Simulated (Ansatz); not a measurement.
Ansatz (a quantum-chemistry and plane-wave program) input (B3LYP/6-31G**): The .json file is the Basis Set Exchange's 6-31G**.

Ansatz 0.2 input:
```yaml
crystal:
  periodic: [false, false, false]
  atoms:
    - {symbol: C, position_ang: [-1.94939300, -0.08238600, 0.12950400]}
    - {symbol: N, position_ang: [-0.71889500, -0.65939600, -0.31604900]}
    - {symbol: B, position_ang: [0.46306100, -0.05992500, -0.07674000]}
    - {symbol: F, position_ang: [0.69170100, 1.14659400, 0.60030400]}
    - {symbol: F, position_ang: [1.68931500, -0.57175200, -0.48420800]}
    - {symbol: H, position_ang: [-2.50978400, -0.75849000, 0.80451200]}
    - {symbol: H, position_ang: [-2.64718800, 0.11600200, -0.70746400]}
    - {symbol: H, position_ang: [-1.85884900, 0.87862600, 0.67710300]}
basis:
  gaussian:
    orbitals: 6-31G__.json
hamiltonian:
  xc: {name: B3LYP}
total_charge: -1
output: {forces: true}
```

Output:

```
Functional definition: B3LYP
integrals: 0.04 GiB planned
828 factors; integrals over basis functions are off by at most 1.2e-3 eV
mean field: 0.29 GiB planned
mean field evaluation 1: about -8684.9564 eV, gradient 4.6e1 eV
mean field evaluation 2: about -8672.1728 eV, gradient 8.6e1 eV
mean field evaluation 4: about -8689.6267 eV, gradient 3.8e0 eV
mean field evaluation 8: about -8689.7784 eV, gradient 2.2e-1 eV
mean field evaluation 16: about -8689.7785 eV, gradient 4.5e-5 eV
mean field -8689.77845732 eV, -319.3434681633 hartree, gradient 4.5e-5 eV, S^2 0.000000; 0 other end points of the search recorded, 0 dependent functions left out
the calculation of the forces begins
reference -8689.77864878 eV, -319.3434751990 hartree; 20, 20 occupied and 70, 70 virtual orbitals, 828 factors
Total energy: -8689.77864878 eV, -319.3434751990 hartree
Atom 0 at    -1.949393    -0.082386     0.129504 Å, force     0.458113    -0.045495    -0.067945 eV/Å
Atom 1 at    -0.718895    -0.659396    -0.316049 Å, force    -0.143044    -0.234793    -0.122800 eV/Å
Atom 2 at     0.463061    -0.059925    -0.076740 Å, force     0.169946     0.201084     0.100858 eV/Å
Atom 3 at     0.691701     1.146594     0.600304 Å, force    -0.035915     0.011954     0.010178 eV/Å
Atom 4 at     1.689315    -0.571752    -0.484208 Å, force    -0.027253    -0.049908    -0.026389 eV/Å
Atom 5 at    -2.509784    -0.758490     0.804512 Å, force    -0.163081    -0.064160     0.115264 eV/Å
Atom 6 at    -2.647188     0.116002    -0.707464 Å, force    -0.181699     0.054336    -0.089614 eV/Å
Atom 7 at    -1.858849     0.878626     0.677103 Å, force    -0.077068     0.126981     0.080447 eV/Å
Dipole moment:     0.038964     0.294190     0.166612 e Å
```

The dipole moment of an ion depends on the origin.

The geometry given is a B3LYP-D3(BJ)/def2-TZVP minimum.
